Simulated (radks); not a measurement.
Results of a calculation; reference values are marked as such.
Task: Ionisation of neutral dysprosium, [Xe] 4f10 6s2, to Dy+, [Xe] 4f10 6s1, under several functionals. Scalar-relativistic Kohn-Sham, spin-polarised, spherical densities, finite nucleus; open shells are filled with parallel spins first (spin-orbit coupling, left out, can overturn this in heavy ions); a radial shooting solver on a logarithmic mesh with Libxc functionals. Known Delta-SCF values: AM05 5.876 eV. What does LDA (Slater exchange, Perdew-Wang correlation) give, and what is its highest occupied eigenvalue?

Result: 6.183 eV by Delta-SCF; the 4f eigenvalue is -1.728 eV. NIST: 5.939 eV (measured).
